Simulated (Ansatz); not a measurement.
Program: Ansatz. Geometries: PBE0-D4/def2-TZVP. ΔE: electronic, gas phase. CCSD(T)/CBS adds triple-zeta CCSD(T) − MP2 to the extrapolated MP2 energy (def2 sets, frozen cores). This one scheme is used for every species, atoms too. DFT in def2-TZVPP. B3LYP here is the variant with VWN-RPA as its local correlation; programs differ in this. HSE06 is defined as in plane-wave codes. Open shells (•) are unrestricted, without spin–orbit coupling. One conformer a species, not always the lowest.

Consider the homolysis of the B–H bond: `CN(C)BO` → `CN(C)[B]O`• + H•.

```tsv
level	ΔE (kJ/mol)	difference from CCSD(T)/CBS
LDA (SPW92)	503.2	15.1
PBE-D4	459.6	-28.5
revPBE-D4	453.9	-34.2
BLYP-D4	468.5	-19.6
r2SCAN-D4	461.0	-27.1
B97M-V	481.4	-6.7
PBE0-D4	464.4	-23.7
r2SCANh-D4	462.3	-25.8
r2SCAN0-D4	464.1	-24.0
HSE06-D4	464.4	-23.7
BHLYP-D4	480.5	-7.6
CAM-B3LYP-D4	482.8	-5.3
ωB97X-V	487.6	-0.5
ωB97M-V	491.6	3.5
B2PLYP	478.7	-9.4
PBE-QIDH	472.6	-15.5
PBE	459.0	-29.1
revPBE	451.2	-36.9
BLYP	467.2	-20.9
PBE0	463.9	-24.2
B3LYP	477.2	-10.9
r2SCANh	462.0	-26.1
r2SCAN0	463.9	-24.2
HSE06	463.9	-24.2
BHLYP	480.0	-8.1
LC-ωPBE	466.7	-21.4
HF/def2-SVP	391.1	-97.0
MP2/def2-SVP	459.8	-28.3
CCSD/def2-SVP	470.3	-17.8
CCSD(T)/def2-SVP	470.8	-17.3
HF/def2-TZVPP	389.3	-98.8
MP2/def2-TZVPP	472.5	-15.6
CCSD/def2-TZVPP	480.8	-7.3
CCSD(T)/def2-TZVPP	481.7	-6.4
HF/def2-QZVPP	389.1	-99.0
MP2/def2-QZVPP	476.1	-12.0
SCS-MP2/def2-QZVPP	489.9	1.8
HF/CBS(def2)	389.1	-99.0
MP2/CBS(def2)	478.9	-9.2
CCSD/CBS(def2)	487.1	-1.0
CCSD(T)/CBS	488.1	0
```

Largest T1 diagnostic among the species: 0.013.

At CCSD(T), def2-SVP lies −17.3 kJ/mol from the extrapolated value and def2-TZVPP −6.4 kJ/mol: correlation converges slowly with the basis, and small sets miss more of it in the bonded molecule than in its fragments. From PBE to PBE0 (25 % exact exchange), in def2-TZVPP and without D4, ΔE moves by +4.9 kJ/mol. In def2-TZVPP, CCSD(T) changes the Hartree–Fock value by +92.4 kJ/mol (the triples alone add +1.0 kJ/mol) and MP2 by +83.2 kJ/mol; breaking electron pairs costs correlation energy, which Hartree–Fock lacks.

CCSD(T)/CBS has its own doubt, a few kJ/mol and more with outer-core shells, so smaller differences from it don't rank the levels.
